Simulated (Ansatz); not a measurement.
Calculated with Ansatz (gas phase, PBE0-D4/def2-TZVP geometries, no zero-point term in ΔE). CCSD(T)/CBS adds triple-zeta CCSD(T) − MP2 to the extrapolated MP2 energy (def2 sets, frozen cores). DFT in def2-TZVPP. For Ge outer-core shells are correlated without core-valence functions, which leaves a few kJ/mol of doubt a bond. Scalar relativity is left out up to krypton. Each species was taken in one conformer, which may not be the lowest.

`O[SiH2]S[Si](O)(O)O` + `[SH][GeH3]` → `O[SiH2][S][GeH3]` + `O[Si](O)(O)S`  (ligand exchange at the Si–S bond)

Question: Is it downhill or uphill in electronic energy at CCSD(T)/CBS, and by how much? (An estimate is asked.)

Answer: The calculation gave: Uphill: ΔE = +6.4 kJ/mol.

Question: What do these levels give: ωB97M-V, r2SCAN, PBE0, HF/def2-QZVPP, SCS-MP2/def2-QZVPP, MP2/CBS(def2)? (Estimate.)

Answer: Computed: ωB97M-V 10.4, r2SCAN 9.8, PBE0 6.1, HF/def2-QZVPP -1.9, SCS-MP2/def2-QZVPP 4.6, MP2/CBS(def2) 6.0 kJ/mol.

Largest T1 diagnostic among the species: 0.012.

The D4 term adds +7.1 kJ/mol with B3LYP and +3.9 kJ/mol with PBE0; it sums over pairs of atoms, weighted by their polarisabilities, and B3LYP, whose exchange is more repulsive, gets the larger term. In def2-TZVPP, CCSD(T) changes the Hartree–Fock value by +9.6 kJ/mol (the triples alone add +2.1 kJ/mol) and MP2 by +9.1 kJ/mol.

B3LYP here is the variant with VWN-RPA as its local correlation; programs differ in this.
